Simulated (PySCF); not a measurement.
Gas-phase reaction: 3 GeHCl + 4 H₂ ⇌ Ge₃H₈ + 3 HCl, at 600 K and a standard pressure of 1 bar. Level: ωB97X-V/def2-TZVP†.

Computed with PySCF and rigid-rotor harmonic-oscillator thermochemistry at 1 bar. † marks an energy on the PBE0/def2-TZVP geometry and frequencies. All species are closed-shell singlets. Ge: all electrons, no relativistic terms. GeHCl: computed as isolated molecules; such fragments, hydroxides, amides, oligomers or adducts are transient or little studied in the gas. The harmonic model lacks anharmonicity and excited electronic states, which grow with temperature; levels with a mode under 35 cm⁻¹ are left out. Internal rotation in Ge₃H₈ is treated as a harmonic vibration of one conformer, which makes the entropy rough.

| species | E (Ha) | H(600 K) − E (kJ/mol) | S°(600 K) (J/mol/K) |
|---|---|---|---|
| GeHCl | -2537.56526 | 43.1 | 296.6 |
| H₂ | -1.17235 | 43.9 | 150.8 |
| Ge₃H₈ | -6235.25173 | 234.6 | 493.0 |
| HCl | -460.74773 | 35.4 | 207.2 |
E: electronic energy; H − E holds the zero-point and thermal terms. 1 Ha = 2625.5 kJ/mol.

Task: Work out ΔH°, ΔS°, ΔG° and log10 K from these numbers.

Result: 1. ΔE = 1×(-6235.25173) + 3×(-460.74773) − 3×(-2537.56526) − 4×(-1.17235) = -0.10974 Ha = -288.1 kJ.
2. Δ(H − E) = 1×(234.6) + 3×(35.4) − 3×(43.1) − 4×(43.9) = 35.9 kJ, so ΔH° = -252.2 kJ.
3. ΔS° = 1×(493.0) + 3×(207.2) − 3×(296.6) − 4×(150.8) = -378.4 J/K; the number of gas molecules changes by -3.
4. ΔG° = ΔH° − TΔS° = -252.2 − 600×(-378.4)/1000 = -25.2 kJ.
5. log10 K = −ΔG°/(RT ln 10) = 2.19, with RT ln 10 = 11.49 kJ/mol; at standard pressures the products are favoured.
6. A shift of 10 kJ in ΔE would move log10 K by 0.87 here.
7. With ΔH° and ΔS° held fixed, ΔG° changes sign near ΔH°/ΔS° = 670 K.
8. Lowering the total pressure from 1 bar to 0.01 bar multiplies the mole-fraction quotient K_x = K (p/p°)^(−Δn) by 10^-6, which pushes the balance towards the reactants.
For scale, ΔH°(298 K) is -248 kJ at this level, -202 kJ at ωB97M-V/def2-TZVP†, and runs from -324 to -92 kJ over the 18 levels computed.
